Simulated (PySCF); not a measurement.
Gas-phase equilibrium of 1 mol AsH3, 64 mol H2 at 1000 K and 0.00100 bar, among 7 species (As, AsH3, As2, H, H2, As4, AsH2). Only gases are allowed; each row takes one source of thermochemistry for all species, and Cantera finds the minimum.

Energies from PySCF, thermal terms from the rigid-rotor harmonic-oscillator model, ideal gas at 1 bar. † marks an energy on the PBE0/def2-TZVP geometry and frequencies; other levels use their own. MP2 and CCSD(T) freeze the core. 6-31G* has spherical d functions here. Open shells (unrestricted) among the columns below: As (multiplicity 4), H (multiplicity 2), AsH2 (multiplicity 2); the rest are closed-shell singlets. B3LYP is the form with VWN-RPA correlation. As: all electrons, no relativistic terms. AsH2: computed as isolated molecules; such fragments, hydroxides, amides, oligomers or adducts are transient or little studied in the gas. MP2 isn't extrapolated to the basis-set limit. CCSD(T) isn't extrapolated to the basis-set limit. The harmonic model lacks anharmonicity and excited electronic states, which grow with temperature; levels with a mode under 35 cm⁻¹ are left out.

Molecules larger than those listed are left out.

With B3LYP/6-31G* thermochemistry: H2 0.99, As2 0.0074, As4 0.00011, As 3.5e-7, H 7.1e-8, AsH3 4.3e-8, AsH2 1.5e-7.

Question: How far does the composition move with the other sources (B3LYP/def2-TZVP†, BLYP/def2-TZVP†, CCSD(T)/def2-TZVPP†, MP2/def2-SVP†, LDA/def2-TZVP†)?

Answer: 
```
thermochemistry      x H2   x As2    x As4     x As     x H  x AsH3  x AsH2
-------------------  ----  ------  -------  -------  ------  ------  ------
B3LYP/6-31G*         0.99  0.0074  0.00011   3.5e-7  7.1e-8  4.3e-8  1.5e-7
B3LYP/def2-TZVP†     0.99  0.0075   5.1e-5   1.4e-7  6.6e-8  4.7e-8  1.5e-7
BLYP/def2-TZVP†      0.99  0.0076   2.5e-6   2.1e-8  7.8e-8  7.2e-9  2.8e-8
CCSD(T)/def2-TZVPP†  0.99  0.0064  0.00057   1.3e-6  1.0e-7  4.6e-8  7.3e-8
MP2/def2-SVP†        0.99  0.0076   5.1e-6   1.3e-5  1.3e-6  1.4e-8  3.3e-8
LDA/def2-TZVP†       1.00  5.6e-5   0.0038  7.1e-12  3.1e-8  3.4e-7  1.2e-8
```
The most sensitive of these is As: it spans a factor of 10^6.3 over these rows; at this temperature one factor of ten is RT ln 10 = 19 kJ/mol.
